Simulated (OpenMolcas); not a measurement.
Computed levels of 2s2 2p3 in ions with 7 electrons, in cm-1 above 4S* 3/2.

```json
{
  "Program": "OpenMolcas 26.06",
  "Method": "CASSCF",
  "Basis": "ANO-RCC-VQZP",
  "Scalar Hamiltonian": "DKH2, point nucleus",
  "Spin-orbit coupling": "state interaction with AMFI integrals over the reference wave functions, term energies averaged over their components"
}
```

Active space for each ion: 3 electrons in 3 orbitals (2p).

```csv
Level,N,O+,Ne3+
2D* 3/2,23011,30589,45079
2D* 5/2,23011,30591,45098
2P* 1/2,37994,50653,74855
2P* 3/2,37994,50655,74881
```

Question: Estimate 2D* 3/2, 2D* 5/2 for F2+ from its neighbours O+ and Ne3+.

Answer: 2D* 3/2 is another term, which grows about linearly with the charge: (30589 + 45079) / 2 = 37834. The calculation gives 37943, so the estimate is off by -0.3 %.
2D* 5/2 is another term, which grows about linearly with the charge: (30591 + 45098) / 2 = 37844. The calculation gives 37950, so the estimate is off by -0.3 %.

With the s shell closed, the reference lacks s² → p² mixing. Without dynamic correlation excited terms often stand tens of per cent too high (terms of higher spin than the ground term too low), and those without a measured partner can miss by more than the paired ones (holds for N; O+). Only configurations of the active space appear.

* marks odd parity.
